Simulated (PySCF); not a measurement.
## Working out the ionisation energy of Ar⁺

Ar⁺ [Ne] 3s2 3p5 (2P) → Ar²⁺ [Ne] 3s2 3p4 (3P). Computed with PySCF 2.14 in aug-cc-pV(T+d)Z (6s5p4d2f, 55 functions), with no relativity, point nucleus. Frozen: [Ne]. Energies in hartree (1 hartree = 27.21139 eV):

| part | Ar⁺ (lower) | Ar²⁺ (upper) |
| --- | --- | --- |
| UHF | -526.278180 | -525.309013 |
| MP2 opposite-spin | -0.129930 | -0.101813 |
| MP2 same-spin | -0.038690 | -0.030117 |

Q: What does Hartree-Fock give?

A: (-525.309013) − (-526.278180) = 0.969167 hartree = 26.372 eV.

Q: What do MP2 and SCS-MP2 (6/5 opposite-spin, 1/3 same-spin) give?

A: The opposite-spin parts differ by 0.765 eV and the same-spin parts by 0.233 eV. MP2: 26.372 + (0.765) + (0.233) = 27.370 eV. SCS-MP2: 26.372 + 1.2 × (0.765) + (0.233)/3 = 27.368 eV.

A first-order spin-orbit estimate adds -0.007 eV to MP2 (valence), giving 27.363 eV against 27.630 eV (measured; NIST Atomic Spectra Database, ionization energies).

What remains against the reference includes basis incompleteness, the frozen core and correlation beyond second order.
